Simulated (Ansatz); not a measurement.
All values below come from r2SCAN-D4/def2-TZVP (Ansatz, an electronic-structure program). No frequencies were computed at this level.

Ansatz 0.2 input:
```yaml
crystal:
  periodic: [false, false, false]
  atoms:
    - { symbol: O, position_ang: [1.254349, -0.620103, 0.106765] }
    - { symbol: Sn, position_ang: [-0.576618, -0.005902, 0.51634] }
    - { symbol: H, position_ang: [1.822509, 0.107313, -0.222578] }
    - { symbol: H, position_ang: [-1.708981, -1.091213, -0.271687] }
    - { symbol: H, position_ang: [-0.791258, 1.609904, -0.12884] }
basis:
  gaussian: { orbitals: def2-tzvp }
hamiltonian:
  xc: r2scan
  dispersion: d4
relax:
  max_steps: 150
magnetization:
  spin_polarized: true
  initial_magnetization: 1
```

Output:

```
Functional definition: r2SCAN
671 factors; their error is unknown
mean field evaluation 1: about -7921.9141 eV, gradient 4.4e1 eV
mean field evaluation 2: about -7840.2059 eV, gradient 1.2e2 eV
mean field evaluation 4: about -7928.4383 eV, gradient 6.2e0 eV
mean field evaluation 8: about -7928.5860 eV, gradient 1.5e-1 eV
mean field evaluation 16: about -7928.5793 eV, gradient 2.6e-4 eV
mean field -7928.57927327 eV, -291.3699141084 hartree, gradient 8.2e-5 eV, S^2 0.753623; 0 other end points of the search recorded, 0 dependent functions left out
reference -7928.57929145 eV, -291.3699147769 hartree; 17, 16 occupied and 82, 83 virtual orbitals, 671 factors
relax step   1: F+E_penalty+E_count = -7928.59317964 eV  Δ(F+E_penalty+E_count) = +0.000e0 eV  max|allowed force component| = 5.409e-1 eV/Å  Δτ_max = 0.0000 Å  (32 SCF iters, accepted)
these checks for a lower state are left out or cut short: starts, cluster_reference, orbital_swaps, neighbouring_geometries, increment
671 factors; their error is unknown
mean field -7928.58735787 eV, -291.3702112120 hartree, gradient 1.6e-5 eV, S^2 0.753890; 0 other end points of the search recorded, 0 dependent functions left out
reference -7928.58737591 eV, -291.3702118750 hartree; 17, 16 occupied and 82, 83 virtual orbitals, 671 factors
relax step   2: F+E_penalty+E_count = -7928.60126589 eV  Δ(F+E_penalty+E_count) = -8.086e-3 eV  max|allowed force component| = 1.423e0 eV/Å  Δτ_max = 0.1759 Å  (39 SCF iters, accepted)
these checks for a lower state are left out or cut short: starts, cluster_reference, orbital_swaps, neighbouring_geometries, increment
671 factors; their error is unknown
mean field evaluation 32: about -7928.6335 eV, gradient 2.6e-5 eV
mean field -7928.63347316 eV, -291.3719059180 hartree, gradient 2.6e-5 eV, S^2 0.753748; 0 other end points of the search recorded, 0 dependent functions left out
reference -7928.63349133 eV, -291.3719065855 hartree; 17, 16 occupied and 82, 83 virtual orbitals, 671 factors
relax step   3: F+E_penalty+E_count = -7928.64734952 eV  Δ(F+E_penalty+E_count) = -4.608e-2 eV  max|allowed force component| = 4.314e-1 eV/Å  Δτ_max = 0.0639 Å  (33 SCF iters, accepted)
these checks for a lower state are left out or cut short: starts, cluster_reference, orbital_swaps, neighbouring_geometries, increment
671 factors; their error is unknown
mean field -7928.63876651 eV, -291.3721004448 hartree, gradient 1.6e-5 eV, S^2 0.753746; 0 other end points of the search recorded, 0 dependent functions left out
reference -7928.63878467 eV, -291.3721011123 hartree; 17, 16 occupied and 82, 83 virtual orbitals, 671 factors
relax step   4: F+E_penalty+E_count = -7928.65263747 eV  Δ(F+E_penalty+E_count) = -5.288e-3 eV  max|allowed force component| = 3.071e-2 eV/Å  Δτ_max = 0.0265 Å  (36 SCF iters, accepted)
these checks for a lower state are left out or cut short: starts, cluster_reference, orbital_swaps, neighbouring_geometries, increment
671 factors; their error is unknown
mean field -7928.60275354 eV, -291.3707769925 hartree, gradient 1.8e-5 eV, S^2 0.754092; 0 other end points of the search recorded, 0 dependent functions left out
reference -7928.60277155 eV, -291.3707776544 hartree; 17, 16 occupied and 82, 83 virtual orbitals, 671 factors
relax step   5: F+E_penalty+E_count = -7928.61661298 eV  Δ(F+E_penalty+E_count) = +3.602e-2 eV  max|allowed force component| = 5.862e-1 eV/Å  Δτ_max = 0.1162 Å  (40 SCF iters, rejected (line search))
these checks for a lower state are left out or cut short: starts, cluster_reference, orbital_swaps, neighbouring_geometries, increment
671 factors; their error is unknown
mean field -7928.64026894 eV, -291.3721556580 hartree, gradient 2.0e-5 eV, S^2 0.753750; 0 other end points of the search recorded, 0 dependent functions left out
reference -7928.64028712 eV, -291.3721563262 hartree; 17, 16 occupied and 82, 83 virtual orbitals, 671 factors
relax step   6: F+E_penalty+E_count = -7928.65413422 eV  Δ(F+E_penalty+E_count) = -1.497e-3 eV  max|allowed force component| = 1.663e-2 eV/Å  Δτ_max = 0.0350 Å  (34 SCF iters, accepted)
these checks for a lower state are left out or cut short: starts, cluster_reference, orbital_swaps, neighbouring_geometries, increment
671 factors; their error is unknown
mean field -7928.64049904 eV, -291.3721641141 hartree, gradient 1.5e-5 eV, S^2 0.753739; 0 other end points of the search recorded, 0 dependent functions left out
reference -7928.64051725 eV, -291.3721647834 hartree; 17, 16 occupied and 82, 83 virtual orbitals, 671 factors
relax step   7: F+E_penalty+E_count = -7928.65436004 eV  Δ(F+E_penalty+E_count) = -2.258e-4 eV  max|allowed force component| = 9.671e-3 eV/Å  Δτ_max = 0.0166 Å  (35 SCF iters, accepted)
671 factors; their error is unknown
mean field evaluation 64: about -7928.6405 eV, gradient 4.9e-5 eV
mean field -7928.64049904 eV, -291.3721641141 hartree, gradient 4.9e-5 eV, S^2 0.753739; 1 other end points of the search recorded, 0 dependent functions left out
reference -7928.64051725 eV, -291.3721647834 hartree; 17, 16 occupied and 82, 83 virtual orbitals, 671 factors
Total energy: -7928.65437825 eV, -291.3726741659 hartree
Atom 0 at     1.175813    -0.603793    -0.120339 Å, force     0.008797    -0.004874    -0.005443 eV/Å
Atom 1 at    -0.588421     0.038270     0.519767 Å, force    -0.008366     0.008916     0.006833 eV/Å
Atom 2 at     1.864889     0.064090    -0.030839 Å, force     0.002548     0.000655     0.000933 eV/Å
Atom 3 at    -1.643118    -1.118787    -0.202563 Å, force    -0.000069     0.004974    -0.002174 eV/Å
Atom 4 at    -0.809160     1.620219    -0.166025 Å, force    -0.002909    -0.009671    -0.000149 eV/Å
Dipole moment:    -0.061679     0.290921     0.191290 e Å
```

Cost: roughly 30 core-seconds.
